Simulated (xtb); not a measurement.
xtb input (GFN-FF):

```bash
xtb mol.xyz --gfnff --opt tight --chrg 0 --uhf 0
```
mol.xyz:
```
3

Hf     0.00000000     0.00000000     0.00000000
I      0.00000000     0.00000000     2.69674236
I     -0.00000000    -0.00000000    -2.69674236
```

End of the output:

```
         :::::::::::::::::::::::::::::::::::::::::::::::::::::
         ::                     SUMMARY                     ::
         :::::::::::::::::::::::::::::::::::::::::::::::::::::
         :: total energy              -0.314398609140 Eh    ::
         :: gradient norm              0.000135440517 Eh/a0 ::
         ::.................................................::
         :: bond energy               -0.297107683659 Eh    ::
         :: angle energy               0.000000000000 Eh    ::
         :: torsion energy             0.000000000000 Eh    ::
         :: repulsion energy           0.017525300575 Eh    ::
         :: electrostat energy        -0.033025879880 Eh    ::
         :: dispersion energy         -0.001790346176 Eh    ::
         :: HB energy                  0.000000000000 Eh    ::
         :: XB energy                  0.000000000000 Eh    ::
         :: bonded atm energy          0.000000000000 Eh    ::
         :: external energy            0.000000000000 Eh    ::
         :: add. restraining           0.000000000000 Eh    ::
         :: total charge               0.000000000000 e     ::
         :::::::::::::::::::::::::::::::::::::::::::::::::::::

           -------------------------------------------------
          |                Property Printout                |
           -------------------------------------------------

molecular dipole:
                 x           y           z       tot (Debye)
 q only:       -0.000       0.000       0.000       0.000
           -------------------------------------------------
          |                Geometry Summary                 |
           -------------------------------------------------

      molecular mass/u    :      432.2939225
   center of mass at/Å    :       -0.0000000       0.0000000       0.0000000
  moments of inertia/u·Å² :        0.2398325E-31   0.1618989E+04   0.1618989E+04
rotational constants/cm⁻¹ :        0.7028920E+33   0.1041244E-01   0.1041244E-01

 * 2 selected distances

     #   Z          #   Z                                           value/Å
     1  72 Hf       2  53 I                                       2.5256228 (max)
     1  72 Hf       3  53 I                                       2.5256228

 * 1 distinct bonds (by element types)

   Z      Z             #   av. dist./Å        max./Å        min./Å
  53 I   72 Hf          2     2.5256228     2.5256228     2.5256228

optimized geometry written to: xtbopt.xyz

           -------------------------------------------------
          | TOTAL ENERGY               -0.314398609140 Eh   |
          | GRADIENT NORM               0.000135440517 Eh/α |
           -------------------------------------------------
########################################################################
[WARNING] Runtime exception occurred
-1- gfnff_setup: Could not read topology file.
########################################################################

------------------------------------------------------------------------
------------------------------------------------------------------------
 total:
 SCF:
 ANC optimizer:
Note: The following floating-point exceptions are signalling: IEEE_UNDERFLOW_FLAG IEEE_DENORMAL
normal termination of xtb
```
